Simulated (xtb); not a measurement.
Job for xtb: GFN2-xTB on SiC+, 2S+1 = 4, a spin state set in the input, which need not be the lowest, a point of a bond scan (R = 1.925 Å). Charge +1.

```
$ xtb mol.xyz --gfn 2 --sp --chrg 1 --uhf 3
2

C      0.00000000     0.00000000     0.00000000
Si     0.00000000     0.00000000     1.92496400
```

Problem. What total energy does the run end on?

Solution. -3.0833 hartree.
